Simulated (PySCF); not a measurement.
I2Mn, neutral, multiplicity 6. Atoms are numbered in the order given.

```xyz
3

Mn     0.0000     0.0000     0.0000
I      0.0000     0.0000    -2.5336
I      0.0000     0.0000     2.5336
```
Charge 0, spin multiplicity 6.

Coordinates come from a PBE0-D3(BJ)/def2-SVP optimisation. The spin state was assumed, not searched. The def2 effective core potentials stand for the cores of I; spin–orbit coupling is left out.

Computed with M06-2X/def2-TZVPD run with PySCF.

Mulliken values depend strongly on the basis, most of all with diffuse functions as here. ESP charges are fitted to the potential on shells at 1.4 to 2.0 van der Waals radii. Atomic charges (e):

| atom | ESP fit | Mulliken | Mulliken spin |
|---|---|---|---|
| Mn1 | 0.47 | 0.36 | 4.95 |
| I2 | -0.23 | -0.18 | 0.02 |
| I3 | -0.23 | -0.18 | 0.02 |
